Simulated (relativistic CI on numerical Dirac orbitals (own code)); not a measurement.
## Hyperfine structure of Ta49+, mass number 181

Computed by Dirac-Coulomb-Breit CI, separate exchange-only KLI orbitals for each configuration, QED by a radiative potential, unscaled Slater integrals (own radial code, finite nucleus).

Configurations in the expansion (outside the closed core [Ne]): 3s²3p⁶3d⁶, 3s²3p⁵3d⁷, 3s²3p⁴3d⁸, 3s3p⁶3d⁷, 3p⁶3d⁸, 3s3p⁵3d⁸, 3s²3p⁶3d⁵4s, 3s²3p⁶3d⁵4p, 3s²3p⁴3d⁷4s, 3s²3p⁶3d⁵4d, 3s²3p⁵3d⁶4s, 3s²3p⁶3d⁵4f, 3s²3p⁶3d⁴4s², 3s3p⁶3d⁶4s, 3p⁶3d⁷4s, 3p⁶3d⁷4p. Levels of other configurations are missing.

Nuclear spin I = 7/2, μ = 2.365 μN, Q = 3.17 b (tables of Stone and Pyykkö). The electronic factors are computed for point nuclear moments, without core polarisation or the Bohr-Weisskopf and QED corrections.

```json
{"Level": "3s²3p⁶3d⁶ ⁵D3", "E (eV)": "58.5266", "A (MHz)": "16870", "B (MHz)": "13000"}
{"Level": "3s²3p⁶3d⁶ ³G5", "E (eV)": "68.2962", "A (MHz)": "32050", "B (MHz)": "99300"}
{"Level": "3s²3p⁶3d⁶ ³H6", "E (eV)": "68.3439", "A (MHz)": "35540", "B (MHz)": "-196000"}
{"Level": "3s²3p⁶3d⁶ ³P1", "E (eV)": "90.6432", "A (MHz)": "19070", "B (MHz)": "156000"}
```

Levels with J = 0, under 50 % of one LS term, or S terms without an open s electron are left out. Small factors come from cancelling terms and can be off by tens of per cent or more.

At this charge energies of transitions that change n are usually good to better than 1 %, and those within a shell (Δn = 0) to a few per cent.

(1) Give the hyperfine levels of 3s²3p⁶3d⁶ ⁵D3 relative to its centre of gravity.

Results:

(1) With K = F(F + 1) − I(I + 1) − J(J + 1), E = AK/2 + B[¾K(K + 1) − I(I + 1)J(J + 1)]/[2I(2I − 1)J(2J − 1)]: F = 1/2: -220700, F = 3/2: -197800, F = 5/2: -158800, F = 7/2: -103100, F = 9/2: -29110, F = 11/2: 64680, F = 13/2: 180300 MHz.

LS names give the leading component of a level, which can be under half, so a name can repeat, a term be missing and a line seem to break the LS rules.
